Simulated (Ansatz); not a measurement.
Two structures of BH2Cl3O, closed shell, reached by relaxing down either side of one saddle point (PBE0-D4/def2-TZVP). Energies are electronic, without zero-point energy. Ansatz 0.2.0; basis: def2-TZVPP and def2-QZVPP; cores frozen in the correlated methods. Extrapolation: Hartree–Fock as exp(−7.88 √X), correlation as X^−2.97. First:

```xyz
7
angstrom
B -0.6237 0.9638 0.0110
O -0.2868 -0.2886 0.3830
Cl 0.3576 1.7611 -1.1836
Cl -2.0151 1.7683 0.7139
H 1.2463 -1.3680 -0.3063
Cl 2.1921 -2.1660 -0.6645
H -0.8704 -0.6707 1.0464
```

Second:

```
atom    x (Å)    y (Å)    z (Å)
  B1  -0.0764   0.3017  -0.5465
  O2   0.3541  -0.1696   0.9819
 Cl3   0.6944   1.8956  -0.8049
 Cl4  -1.8938   0.3374  -0.4443
  H5   0.7978  -1.0281   0.8983
 Cl6   0.5910  -1.0486  -1.5687
  H7  -0.4672  -0.2886   1.4841
```

Q: Which bonds change from the first to the second?

A: BHCl₂O ([OH][B]([Cl])[Cl]) + HCl → BCl₃ ([Cl][B]([Cl])[Cl]) + H₂O (still joined by a long B–O bond); bonds formed: B1–Cl6, O2–H5; bonds broken: H5–Cl6; bonds weakened to dative contacts: B1–O2.

Q: Give the saddle point's structure and its height above each. (To be estimated.)

A: The calculation gives: 28.35 kcal/mol above the first and 19.89 kcal/mol above the second (CCSD(T) at an estimated basis limit (MP2 extrapolated from triple and quadruple zeta, plus CCSD(T) − MP2 in triple zeta)).
```
atom    x (Å)    y (Å)    z (Å)
  B1  -0.1790   0.4906  -0.2668
  O2   0.3110  -0.0851   1.0047
 Cl3   0.7041   1.8944  -0.8373
 Cl4  -1.9288   0.3961  -0.4987
  H5   0.7588  -0.9865   0.2736
 Cl6   0.7584  -1.3034  -1.2189
  H7  -0.4244  -0.4062   1.5433
```

No T1 diagnostic of these runs exceeds 0.011. The end structure is not quite a true minimum (one mode of 32i cm⁻¹).

Hydrogen chloride, the by-product of chloride precursors, can attack films and sites by steps of this kind.

Labels in which every atom is bracketed show which atoms are joined, not bond orders.

For scale, one of the runs: CCSD(T)/def2-TZVPP, 216 basis functions (an equivalent command: `ansatz run in.yaml --threads 4`). The run took 87 s on 4 CPU threads (shared host), with 3.1 GiB of host memory at its peak.
